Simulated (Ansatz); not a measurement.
`C[SiH](F)[SeH]` + HBr → `C[SiH](F)Br` + H₂Se at 700 K and 1 bar (ligand exchange at the Si–Se bond).

Gas-phase electronic energies from Ansatz, PBE0-D4/def2-TZVP geometries. CBS: MP2 limit from def2 TZ/QZ plus the TZ coupled-cluster correction, frozen cores. For Br, Se outer-core shells are correlated without core-valence functions, which leaves a few kJ/mol of doubt a bond. Scalar relativity is left out up to krypton. One conformer a species, not always the lowest.

```json
{"species": "`C[SiH](F)[SeH]`", "CCSD(T)/CBS energy (Eh)": "-2830.74610", "H − E (kJ/mol)": "220.7", "S (J/(mol·K))": "449.2"}
{"species": "HBr", "CCSD(T)/CBS energy (Eh)": "-2573.91920", "H − E (kJ/mol)": "36.5", "S (J/(mol·K))": "223.7"}
{"species": "`C[SiH](F)Br`", "CCSD(T)/CBS energy (Eh)": "-3002.78099", "H − E (kJ/mol)": "193.6", "S (J/(mol·K))": "422.9"}
{"species": "H₂Se", "CCSD(T)/CBS energy (Eh)": "-2401.89790", "H − E (kJ/mol)": "61.1", "S (J/(mol·K))": "251.1"}
```

H − E and S are ideal-gas, rigid-rotor, harmonic terms from PBE0-D4/def2-TZVP, for one conformer and one mirror image of each species. 1 Eh = 2625.50 kJ/mol, R = 8.31446 J/(mol·K).

**Question.** By hand: ΔE, ΔH, ΔS and ΔG.

**Answer.** ΔE = (-3002.78099) + (-2401.89790) − (-2830.74610) − (-2573.91920) = -0.01359 Eh = -35.7 kJ/mol. Δ(H − E) = 193.6 + 61.1 − 220.7 − 36.5 = -2.5, so ΔH = -38.2 kJ/mol. ΔS = 422.9 + 251.1 − 449.2 − 223.7 = 1.1 J/(mol·K). ΔG = -38.2 − 700 × (1.1)/1000 = -39.0 kJ/mol.

**Question.** By hand: the equilibrium constant, and the temperature at which ΔG would vanish if ΔH and ΔS stayed fixed.

**Answer.** log₁₀ K = −ΔG/(RT ln 10) = 2.9. ΔH and −TΔS have one sign here, so there is no such temperature.

The number of gas molecules stays the same, so ΔS is small and ΔH decides. A doubt of 5 kJ/mol in ΔE shifts log₁₀ K by 0.4 here. Other conformers and mirror images would add mixing entropy, several J/(mol·K) or more a flexible species. These are equilibria of isolated gas molecules and say nothing of rates. Largest T1 diagnostic: 0.010 (customary marks: 0.02 for closed shells, 0.045 for open ones).

ΔS is within the doubt of such terms, so its sign, and with it that verdict, could turn.
